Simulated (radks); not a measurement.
Problem. Isoelectronic series with 10 electrons, all held in the configuration [Ne], which need not be the ground one along the series. All-electron calculation, scalar-relativistic Kohn-Sham, PBE, spin-polarised, spherical densities, finite nucleus; Fermi nuclear charge, rms radius of each element as measured or else 0.836 A^(1/3) + 0.57 fm. Program: a radial shooting solver on a logarithmic mesh with Libxc functionals. Total energies (hartree) and orbital eigenvalues (eV) (* marks an orbital that is empty in some or all of the ions):

ion    E (hartree)        3s*         2p         2s         1s
Sn40+  -4714.50124  -2802.039  -6393.138  -6810.411  -31606.98
Sb41+  -4919.74525  -2940.521  -6699.186  -7138.699  -33002.30
Te42+  -5129.78393  -3082.638  -7012.691  -7475.645  -34431.17
Xe44+  -5564.41193  -3377.912  -7662.191  -8175.920  -37390.97
Cs45+   -5789.0783  -3531.133  -7998.248  -8539.445  -38922.53
Ba46+   -6018.6995  -3688.123  -8341.884  -8912.032  -40488.97
La47+   -6253.3224  -3848.919  -8693.134  -9293.797  -42090.69
Ce48+   -6492.9891  -4013.557  -9052.029  -9684.849  -43728.03
Pr49+   -6737.7475  -4182.078  -9418.605  -10085.31  -45401.40
Nd50+   -6987.6433  -4354.520  -9792.897  -10495.30  -47111.17
Pm51+   -7242.7206  -4530.923  -10174.94  -10914.94  -48857.70
Sm52+   -7503.0187  -4711.326  -10564.77  -11344.34  -50641.27
Eu53+   -7768.6262  -4895.789  -10962.43  -11783.69  -52462.76
Gd54+   -8039.5741  -5084.347  -11367.94  -12233.11  -54322.34
Tb55+   -8315.9667  -5277.070  -11781.36  -12692.81  -56221.06
Dy56+   -8597.7371  -5473.954  -12202.73  -13162.75  -58157.95
Ho57+   -8885.0874  -5675.112  -12632.07  -13643.31  -60135.18
Er58+   -9177.9938  -5880.560  -13069.44  -14134.53  -62152.27
Tm59+   -9476.5801  -6090.380  -13514.87  -14636.67  -64210.46
Yb60+   -9780.8269  -6304.592  -13968.41  -15149.77  -66309.33
Lu61+  -10090.8645  -6523.282  -14430.10  -15674.12  -68450.18

Estimate the row of I43+.

Solution. E (hartree) -5344.66199; 3s* -3228.425; 2p -7333.683; 2s -7821.356; 1s -35893.97.
